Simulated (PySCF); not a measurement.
SMILES [Se](Cl)[GeH3] (H₃ClGeSe) (PBE0/def2-SVP optimised geometry):

```
6

Se    -0.245    -1.459     0.000
Cl     1.957    -1.459     0.000
Ge    -0.439     0.901     0.000
H      0.221     1.459    -1.268
H     -1.957     1.156     0.003
H      0.226     1.458     1.266
```

Computed with PySCF 2.14.0 with PBE0/def2-TZVP.

Problem. What are the frontier orbital energies and the dipole moment?

Solution. HOMO-2 -9.69 eV, HOMO-1 -8.36 eV, HOMO -6.92 eV, LUMO -2.42 eV, LUMO+1 -0.62 eV; dipole moment 2.05 D.

On the same geometry PySCF with PBE/def2-TZVP gives HOMO-2 -8.24 eV, HOMO-1 -7.13 eV, HOMO -5.72 eV, LUMO -3.34 eV, LUMO+1 -1.47 eV; dipole moment 1.89 D.

Meta-Löwdin charges at PBE0/def2-TZVP: Se1 0.04, Cl2 -0.22, Ge3 0.30, H4 -0.04, H5 -0.04, H6 -0.04.
